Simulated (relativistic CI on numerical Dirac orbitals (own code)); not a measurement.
Electric-dipole transitions in Xe24+

These numbers are calculated, not measured: Dirac-Coulomb-Breit CI, separate exchange-only KLI orbitals for each configuration, model QED (radiative potential, 1s self-energy scaled to tabulated hydrogen-like ionisation energies), unscaled Slater integrals (own radial code, finite nucleus).

Configurations in the expansion (outside the closed core [Ar]): 3d¹⁰4s², 3d¹⁰4s4p, 3d¹⁰4p², 3d¹⁰4s4d, 3d¹⁰4d², 3d¹⁰4s4f, 3d¹⁰4p4d, 3d¹⁰4f², 3d¹⁰4p4f, 3d¹⁰4d4f, 3d¹⁰4s5s, 3d¹⁰4s5p, 3d¹⁰4s5d, 3d¹⁰4s5f, 3d¹⁰4s5g, 3d¹⁰4s6s, 3d¹⁰4s6p, 3d¹⁰4s6d, 3d¹⁰4s6f, 3d¹⁰4s7s, 3d⁹4s²4p, 3d⁹4s²4d, 3d⁹4s²4f, 3d⁹4s²5s, 3d⁹4s²5p, 3d⁹4s²5d. Double excitations out of closed p, d and f shells are left out; levels of such configurations are missing from the list, as are those of other unlisted configurations, and high levels can miss mixing partners. These lack a partner that the ground configuration has and come out too high: 3d⁹4s²4p, 3d⁹4s²4d, 3d⁹4s²4f, 3d⁹4s²5s, 3d⁹4s²5p.

```csv
λ vac (Å),Lower,Upper,A (s⁻¹),log gf,S velocity/length
55.186,3d¹⁰4s4f ³F°2 [27],3d¹⁰4s5g ³G3 [86],1.92e+12,0.79,0.95
55.243,3d¹⁰4s4f ³F°3 [28],3d¹⁰4s5g ³G4 [87],1.95e+12,0.90,0.95
55.324,3d¹⁰4s4f ³F°4 [29],3d¹⁰4s5g ³G5 [88],2.07e+12,1.02,0.95
57.098,3d¹⁰4s4f ¹F°3 [30],3d¹⁰4s5g ¹G4 [89],1.74e+12,0.88,0.94
116.38,3d¹⁰4s4p ³P°1 [3],3d¹⁰4s4d ³D2 [12],1.50e+11,0.18,0.99
116.74,3d¹⁰4p² ³P0 [6],3d¹⁰4p4d ³D°1 [18],2.29e+11,0.15,1.00
117.65,3d¹⁰4p² ¹D2 [8],3d¹⁰4p4d ³D°3 [21],1.96e+11,0.45,1.00
121.01,3d¹⁰4p4d ¹F°3 [25],3d¹⁰4p4f ¹G4 [51],2.12e+11,0.62,1.01
125.49,3d¹⁰4p4d ³F°4 [19],3d¹⁰4p4f ³G5 [44],1.18e+11,0.49,1.00
127.56,3d¹⁰4p4d ³D°3 [21],3d¹⁰4p4f ³F4 [45],2.17e+11,0.68,1.02
127.57,3d¹⁰4s4d ³D2 [12],3d¹⁰4s4f ³F°3 [28],1.58e+11,0.43,1.01
129.93,3d¹⁰4p² ³P2 [9],3d¹⁰4p4d ¹F°3 [25],1.68e+11,0.47,0.99
130.10,3d¹⁰4s4d ³D3 [13],3d¹⁰4s4f ³F°4 [29],1.76e+11,0.60,1.01
131.83,3d¹⁰4s4d ¹D2 [14],3d¹⁰4s4f ¹F°3 [30],2.55e+11,0.67,1.01
131.86,3d¹⁰4s4p ³P°2 [4],3d¹⁰4s4d ³D3 [13],1.42e+11,0.41,0.99
135.43,3d¹⁰4s4p ¹P°1 [5],3d¹⁰4s4d ¹D2 [14],2.19e+11,0.48,0.99
136.93,3d¹⁰4p4f ³F4 [45],3d¹⁰4d4f ³G°5 [71],2.33e+11,0.86,1.06
141.85,3d¹⁰4p4f ¹G4 [51],3d¹⁰4d4f ¹H°5 [80],3.03e+11,1.00,1.16
163.88,3d¹⁰4s² ¹S0 [1],3d¹⁰4s4p ¹P°1 [5],9.74e+10,0.07,0.75
165.53,3d¹⁰4s4f ¹F°3 [30],3d¹⁰4p4f ¹G4 [51],1.14e+11,0.63,1.08
```

Terms are leading LS components. Brackets give the number of a level in order of energy, since labels repeat. The list gives strong lines, with weight on those to low levels, among the lowest 148 of 202 levels, so that lines to higher ones, which can be the strongest, are missing. Levels whose partners in the same complex of configurations lie outside the list can be far off, and so can their lines. Rates are taken at the computed energies, electric ones in the length gauge. A velocity-to-length ratio far from 1 marks an uncertain rate.

At this charge energies of transitions that change n are usually good to better than 1 %, and those within a shell (Δn = 0) to a few per cent.

LS names give the leading component of a level, which can be under half, so a name can repeat, a term be missing and a line seem to break the LS rules.
